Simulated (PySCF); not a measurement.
A structure optimised at ωB97X-D3(BJ)/def2-SVP, used in a PySCF frequency run:

```
C
C 1 1.3279
H 2 1.0945 1 120.56
H 2 1.0946 3 117.93 1 179.04
C 1 1.5138 2 132.58 3 7.07
F 5 1.3713 1 117.38 2 30.41
H 5 1.1054 6 108.08 1 128.16
C 1 1.5209 2 135.64 3 170.84
H 8 1.1000 1 116.89 2 -30.67
H 8 1.1022 9 108.78 1 -128.75
C 5 1.5419 7 112.31 6 -131.45
H 11 1.0994 5 117.83 7 25.76
H 11 1.1000 12 109.96 5 -126.03
```

Task: Write its SMILES and formula.

Result: C=C1CC[C@@H]1F, C₅H₇F

Task: What are its rotational constants (standard atomic weights)?

Result: 4.7105, 3.9829, 2.3425 GHz
